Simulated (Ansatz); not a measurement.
Mulliken charges of `[NH2][Ga]([F])[GeH3]` from ωB97M-V/def2-TZVPP in Ansatz (PBE0-D4/def2-TZVP geometry).

| atom | x (Å) | y (Å) | z (Å) | charge (e) |
| --- | --- | --- | --- | --- |
| N1 | 0.549 | 1.933 | -0.617 | -0.351 |
| Ga2 | 0.715 | 0.162 | -0.312 | 0.631 |
| F3 | 2.303 | -0.426 | -0.810 | -0.404 |
| Ge4 | -0.863 | -1.407 | 0.632 | -0.204 |
| H5 | -0.272 | 2.473 | -0.408 | 0.112 |
| H6 | 1.286 | 2.487 | -1.020 | 0.125 |
| H7 | -1.177 | -2.516 | -0.383 | 0.033 |
| H8 | -0.277 | -2.052 | 1.896 | 0.033 |
| H9 | -2.175 | -0.699 | 1.006 | 0.026 |

Task: By hand: the dipole of these point charges (1 e Å = 4.8032 D).

Result: Σ q r = (-0.470, 0.302, 0.121) e Å, of length 0.572 e Å = 2.75 D.

Task: How does the dipole of the full density compare? (An estimate is asked.)

Result: Ansatz gave: (-0.460, 0.284, 0.121) e Å, 2.66 D; the point charges give 1.03 times that, at 1° from its direction.

Point charges leave out the atoms' own dipoles, such as those of lone pairs, and Mulliken's split depends on the basis, so the close match here is no proof of good charges.
